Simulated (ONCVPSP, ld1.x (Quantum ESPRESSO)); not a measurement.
## Hardness and transferability of assorted potentials

Generated with ld1.x 7.5 (TM, RRKJ, ultrasoft, PAW), atompaw 4.2 or ONCVPSP 4.0.1. The cutoff is in Ry: for ld1.x and atompaw files where the sum of valence levels is converged to 10 mRy in a Bessel basis, for ONCV files where the hardest occupied wave has 1 mHa per electron of residual kinetic energy. The error is the largest all-electron minus pseudo excitation energy over each file’s own four to seven test configurations (ionisations up to +4, promotions, holes and added fractions of an electron), all of which were solved. The labels leave out finer settings (local radius, basis sizes, second energies), which also bear on the numbers. Spin-polarised tests are not counted. The rows are a selection from randomly drawn settings: files with unsolved tests, undetermined cutoffs or missed reference levels are left out.

A true bound ghost makes a file unfit for plane-wave use even where its test errors are small: the radial tests pick states by their node count and pass the ghost by.

| element | potential | cutoff (Ry) | largest error (meV) | bound ghosts |
| --- | --- | --- | --- | --- |
| He | ONCV, PBE, scalar-relativistic, rc 0.50 (s), local smoothed, core correction no, reference 1s2, qcut 15.9, projectors 2 | 187 | +1.9 | none |
| Ar | TM, PBE, scalar-relativistic, rc 0.90/1.15/0.90 (spd), local s, core correction yes, reference 3s2 3p5 | 160 | +193 | none |
| Ba | ONCV, PBE, scalar-relativistic, rc 3.10/2.05/3.30 (spd), local smoothed, core correction no, reference 5s2 5p6 6s2, qcut 3.2/4.3/2.7, projectors 2/2/3 | 17 | -4.2 | none |
| Ce | ONCV, PBEsol, scalar-relativistic, rc 2.50/3.00/3.10/1.20 (spdf), local smoothed, core correction no, reference 4f1 5s2 5p6 5d1 6s1.75, qcut 4.2/5/5.5/11.5, projectors 2/2/2/3 | 159 | +7.6 | s |
| Tl | ONCV, LDA (Perdew-Zunger), scalar-relativistic, rc 1.40/1.65/1.35 (spd), local smoothed, core correction yes, reference 5s2 5p6 5d10 6s1, qcut 9.1/7.8/8.3, projectors 3/2/2 | 60 | -12 | none |

Question: Fill in the row for Tl: ONCV, PBEsol, scalar-relativistic, rc 1.45/1.55/1.25 (spd), local smoothed, core correction yes, reference 5s2 5p6 5d10 6s2 6p0.5, qcut 9.3/7.4/7.6, projectors 2/2/2.

Answer: cutoff 69 Ry, largest error -10.0 meV, bound ghosts: none.

Question: Fill in the row for Si: ONCV, Wu-Cohen, scalar-relativistic, rc 1.70/2.40 (sp), local smoothed, core correction yes, reference 3s2 3p2, qcut 4.4/2.8, projectors 2/2.

Answer: cutoff 16 Ry, largest error -23 meV, bound ghosts: none.

Question: Fill in the row for Pb: ONCV, PBE, fully relativistic, rc 1.14/1.32/1.42 (spd), local smoothed, core correction yes, reference 5s2 5p6 5d10 6s2 6p1, qcut 8.3/8.5/11.5, projectors 2/2/1.

Answer: cutoff 66 Ry, largest error -1.8 meV, bound ghosts: none.
